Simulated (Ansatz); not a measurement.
CH₆OS₂Si (`OC([SiH3])(S)S`). Charge 0, multiplicity 1. The structure was optimised at the PBE0-D4/def2-TZVP level. It is one conformer, not always the lowest.

```xyz
11

O     0.807   -0.878    1.019
C     0.309   -0.089   -0.044
Si   -1.369    0.704    0.462
S    -0.027   -1.098   -1.521
S     1.461    1.270   -0.315
H     0.362   -1.732    0.970
H    -1.842    1.660   -0.567
H    -1.170    1.381    1.764
H    -2.334   -0.417    0.605
H     1.255   -1.295   -1.880
H     2.547    0.494   -0.493
```

What is the dipole moment at B3LYP/def2-TZVPP? (An estimate is asked.)

Computed: 1.15 D, with components (-0.01, -1.12, -0.24) D in this frame, pointing from negative to positive charge.

And with PBE, r2SCAN, ωB97M-V? (Estimate.)

The calculation gave: PBE 1.17 D, r2SCAN 1.20 D, ωB97M-V 1.16 D.

Give the Mulliken charges with B3LYP, ωB97M-V, r2SCAN in def2-TZVPP. (Best estimate.)

Ansatz gave: 
```tsv
atom	B3LYP	ωB97M-V	r2SCAN
O1	-0.31	-0.28	-0.32
C2	0.17	0.02	0.18
Si3	0.22	0.12	0.24
S4	-0.17	-0.14	-0.18
S5	-0.15	-0.12	-0.16
H6	0.19	0.18	0.21
H7	-0.04	0.00	-0.04
H8	-0.04	0.00	-0.04
H9	-0.05	-0.01	-0.05
H10	0.09	0.11	0.09
H11	0.09	0.11	0.09
```

B3LYP here is the variant with VWN-RPA as its local correlation; programs differ in this.
